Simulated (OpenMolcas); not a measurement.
**Au2+ in a point-charge field**

Au2+ among 6 point charges of -1.7 e arranged as an octahedron (Oh), 1.9 Å from the ion.
```
   1.9000    0.0000    0.0000  -1.70
   0.0000    1.9000    0.0000  -1.70
  -1.9000    0.0000    0.0000  -1.70
   0.0000   -1.9000    0.0000  -1.70
   0.0000    0.0000    1.9000  -1.70
   0.0000    0.0000   -1.9000  -1.70
```

```
Program             : OpenMolcas 26.06
Method              : SS-CASPT2, IPEA 0.25 Eh, imaginary shift 0.1 Eh (closed shells correlated: 5s 5p)
Basis               : ANO-RCC-VDZP [7s6p4d2f]
Scalar Hamiltonian  : DKH2, point nucleus
Active space        : 9 electrons in 5 orbitals (5d)
State averaging     : 2S+1 = 2 even, 5 roots
Spin-orbit coupling : state interaction with AMFI integrals over the reference wave functions
```

The lowest spin-free states (labels of O, the rotations of Oh), above the lowest:

```
State  Degeneracy  E (cm-1)  Free-ion L (%)
   2E           2         0         D (100)
  2T2           3     13350         D (100)
```

The lowest levels with spin-orbit coupling:

| E (cm-1) | Degeneracy | Label | 2S+1 | g |
| --- | --- | --- | --- | --- |
| 0 | 4 | Γ8 | 2 |  |
| 10780 | 2 | Γ7 | 2 | 2.00 2.00 2.00 |
| 20520 | 4 | Γ8 | 2 |  |

Powder χT (cm3 K/mol): 0.841 at 2 K, 0.842 at 10 K, 0.845 at 50 K, 0.848 at 100 K, 0.856 at 200 K, 0.863 at 300 K. The effective moment at 300 K is 2.828 √(χT) = 2.63 μB.

The lowest level has 2S+1 = 2, for which the spin-only value is χT = S(S+1) / 2 = 0.375 cm3 K/mol (g = 2). The computed 0.863 at 300 K differs by +0.488, through orbital momentum, spin-orbit coupling and any other state in reach.

The gap between the two states is 10Dq = 13350 cm-1.

Roots that are degenerate in the reference are averaged as groups; the widest CASPT2 spread within a group is 30 cm-1 (the 2-fold group of multiplicity 2 near 0 cm-1 above the lowest state of its run). Shifts and gaps below about the spread of the groups concerned are not significant. An orbital doublet at a regular site is open to a Jahn-Teller distortion, which this geometry leaves out. Free-ion shares, where given, are those of the reference states; single-state CASPT2 does not remix them. Point charges carry no covalency, so the field is a model and not that of real ligands. No measured value stands beside these numbers.

The CASPT2 steps took 0.6 s on 1 thread of Arm Neoverse V1, on a shared host; the integral step is not counted.
